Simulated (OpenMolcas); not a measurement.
V3+ (d2) among equal point charges was computed by CASSCF with the d shell active (OpenMolcas, ANO-RCC-VTZP on the metal). Its lowest spin-free states, and all those of the highest spin:

```json
{"2S+1": "3", "Degeneracy": "2", "E (cm-1)": "0.0"}
{"2S+1": "3", "Degeneracy": "1", "E (cm-1)": "2158"}
{"2S+1": "3", "Degeneracy": "2", "E (cm-1)": "3716"}
{"2S+1": "1", "Degeneracy": "2", "E (cm-1)": "12316"}
{"2S+1": "3", "Degeneracy": "1", "E (cm-1)": "13951"}
{"2S+1": "1", "Degeneracy": "1", "E (cm-1)": "14459"}
{"2S+1": "3", "Degeneracy": "2", "E (cm-1)": "16034"}
{"2S+1": "1", "Degeneracy": "2", "E (cm-1)": "16612"}
{"2S+1": "1", "Degeneracy": "2", "E (cm-1)": "17748"}
{"2S+1": "1", "Degeneracy": "2", "E (cm-1)": "19267"}
{"2S+1": "3", "Degeneracy": "2", "E (cm-1)": "30755"}
{"2S+1": "1", "Degeneracy": "2", "E (cm-1)": "33696"}
```

Is the site octahedral, tetrahedral or cube-like, axial, or of lower symmetry?

The states with 2S+1 = 3 have orbital degeneracies 2, 1, 2, 1, 2, 2. There are pairs but no triples, so the site is axial: not cubic, but with a proper or improper axis of order three or more. The run had V3+ among 5 point charges of -2.6 e arranged as a trigonal bipyramid (D3h), 1.84 Å from the ion, with the axial distance 1.656 Å. The active orbitals were held to one l.

An orbital doublet at a regular site is open to a Jahn-Teller distortion, which this geometry leaves out. Without dynamic correlation the repulsion within the d shell is too large (B by tens of per cent), so at a given field states of lower spin stand too high. This is an electrostatic model: the charges have no orbitals. An unlabelled pair can be two single states that coincide in this model. No measured value stands beside these numbers.
